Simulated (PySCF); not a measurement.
C3H5BO, SMILES B(C)(C#C)O.

Coordinates come from a PBE-D3(BJ)/def2-SVP optimisation. The structure was generated by enumeration, and PubChem lists no compound with its InChIKey, so it may never have been made. Other conformers were not sampled.

Two levels are set side by side: TDA-PBE/def2-SVPD (PySCF) and TDA-ωB97X/def2-SVPD (PySCF). Vertical, same geometry. The lowest singlet is HOMO→LUMO 100 % with PBE and HOMO→LUMO 94 % with the other functional; states are paired by order. Differences are taken from unrounded values.

```tsv
quantity	TDA-ωB97X	TDA-PBE	TDA-PBE minus TDA-ωB97X
lowest singlet excitation (eV)	5.34	4.99	-0.35
lowest triplet excitation (TDA) (eV)	4.65	4.42	-0.24
first bright state (f over 0.05) (eV)	8.08	6.66	-1.42
its oscillator strength	0.11	0.07	-0.04
```

A lower first singlet is the usual sign of a functional without exact exchange. Differences between two approximate levels are no errors against the true value.

Rough cost on one machine, each run with all the roots and properties that it gave: TDA-ωB97X against TDA-PBE about 4 times.
